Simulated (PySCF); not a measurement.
## Polarisability and C₆ of Hg²⁺ (mercury, charge +2)

[Xe] 4f14 5d9 6s1, high-spin 3D determinant (an excited configuration). Computed with PySCF 2.14 in aug-cc-pVTZ-PP with ECP60MDF (6s6p5d3f2g, 88 functions), with scalar relativity through the core potential. Coupled (time-dependent) response in atomic units; α is the mean over directions.

```json
{"method": "wB97X", "mean α (bohr³)": "13.85", "α xx, yy, zz": "13.90, 13.90, 13.77", "C₆ (like pair)": "89.87", "S(−4)": "73.33"}
```

S(−4) is the Cauchy moment in α(ω) = α(0) + S(−4) ω² + …

Spin-orbit coupling is absent.

α(iu) at wB97X:

```json
{"u (hartree)": "0", "α(iu) (bohr³)": "13.85"}
{"u (hartree)": "0.0500", "α(iu) (bohr³)": "13.68"}
{"u (hartree)": "0.100", "α(iu) (bohr³)": "13.18"}
{"u (hartree)": "0.200", "α(iu) (bohr³)": "11.66"}
{"u (hartree)": "0.300", "α(iu) (bohr³)": "10.04"}
{"u (hartree)": "0.500", "α(iu) (bohr³)": "7.582"}
{"u (hartree)": "0.750", "α(iu) (bohr³)": "5.695"}
{"u (hartree)": "1.00", "α(iu) (bohr³)": "4.503"}
{"u (hartree)": "1.50", "α(iu) (bohr³)": "3.061"}
{"u (hartree)": "2.00", "α(iu) (bohr³)": "2.219"}
{"u (hartree)": "3.00", "α(iu) (bohr³)": "1.307"}
{"u (hartree)": "5.00", "α(iu) (bohr³)": "0.5931"}
```

For an ion, C₆ is the dispersion term alone; charge-induced terms of lower order in 1/R come first.

The components differ because the open shell of this determinant is not spherical; for a pure term their mean is the scalar polarisability.

Energies and moments cover only the electrons outside the core potential. Spin-orbit coupling, absent here, splits the open shell strongly.
